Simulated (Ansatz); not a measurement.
Harmonic frequencies (cm⁻¹) at PBE0-D4/def2-TZVP from Ansatz: 132, 132, 377, 452, 689, 690, 1251, 1657, 1657, 3491, 3598, 3598.

Each molecule was computed in one conformer, which needn't be the lowest.

Question: Which molecule is it?
A. `[OH2+][Au-][Br]`
B. `[NH3+][Au-][Cl]`
C. `C[S][Au]`
D. `[NH3+][Au-][Br]`

Answer: B.
